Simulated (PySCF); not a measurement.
N-methylmethanimine (C2H5N), SMILES C=NC. Atoms are numbered in the order given.

```xyz
8

C      0.1335     1.1380     0.0000
N     -0.5318    -0.1378     0.0000
C      0.1804    -1.1734     0.0000
H     -0.1866     1.7067    -0.8771
H     -0.1866     1.7067     0.8771
H      1.2309     1.0642     0.0000
H      1.2800    -1.1488     0.0000
H     -0.2986    -2.1520     0.0000
```

Geometry: PBE0-D3(BJ)/def2-TZVP.

The numbers are results of CAM-B3LYP/def2-TZVPD in PySCF, not measurements.

ESP charges are fitted to the potential on shells at 1.4 to 2.0 van der Waals radii. Atomic charges (e):

```
atom  meta-Löwdin  ESP fit
----  -----------  -------
C1          -0.23      ___
N2          -0.22      ___
C3          -0.08      ___
H4           0.12     0.08
H5           0.12     0.08
H6           0.08     0.03
H7           0.08     0.05
H8           0.12     0.05
```

### Question
Some entries are withheld; supply them. (An estimate is asked for; the answer gives what the named calculation found.)

### Answer

- C1, ESP fit: 0.01
- N2, ESP fit: -0.45
- C3, ESP fit: 0.16
